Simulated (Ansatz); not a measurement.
C$_{3}$H$_{6}$Si (`C1=C[SiH2]C1`), relaxed with RKS PBE-D4/def2-SVP in Ansatz 0.2.0 from a rough embedded geometry. The force threshold is 0.03 eV/Å; the program also tests the step.

Charge 0, multiplicity 1.

Start:

```xyz
10

C     0.256   -0.724   -0.870
C    -0.586   -1.114    0.077
Si   -0.463    0.462    0.994
C     0.708    0.718   -0.482
H     0.596   -1.352   -1.781
H    -1.136   -2.019    0.258
H     0.255    0.391    2.318
H    -1.673    1.318    0.980
H     0.339    1.492   -1.224
H     1.704    0.829   -0.270
```

Q: By how much does the energy fall, and how many steps does the optimiser take? (An estimate is asked.)

A: Computed: 36.04 kJ/mol, in 6 steps.

Q: Which bonds change most? (Estimate.)

A: The calculation gave: C4–H10 from 1.025 to 1.111 Å; C2–Si3 from 1.828 to 1.875 Å; C1–H5 from 1.157 to 1.110 Å; C1–C2 from 1.326 to 1.362 Å.

Q: Give the relaxed structure. (Best estimate.)

A: The calculation gave: 
```xyz
10

C     0.245   -0.720   -0.858
C    -0.616   -1.156    0.103
Si   -0.463    0.478    1.011
C     0.684    0.701   -0.519
H     0.588   -1.284   -1.750
H    -1.113   -2.136    0.154
H     0.195    0.477    2.368
H    -1.681    1.364    1.090
H     0.390    1.464   -1.271
H     1.773    0.811   -0.329
```
